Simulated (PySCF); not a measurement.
Al(H)(F)(OMe) (CH4AlFO), SMILES C[O][AlH][F]. The structure is a stationary point at B3LYP-D3(BJ)/def2-SVP. One conformer was computed; it need not be the lowest.

### Question
Give the equilibrium geometry at B3LYP-D3(BJ)/def2-SVP (PySCF confirms it by a frequency run) as a Z-matrix, and its point group. (An estimate is asked for; the answer gives what the named calculation found.)

### Answer
One answer among several that fit: point group Cs.
```
O
C 1 1.3982
H 2 1.1047 1 110.40
H 2 1.1047 3 107.44 1 120.45
H 2 1.1058 3 107.86 4 116.03
Al 1 1.6830 2 142.42 3 -120.67
F 6 1.6663 1 119.91 2 0.00
H 6 1.5606 7 120.08 1 180.00
```
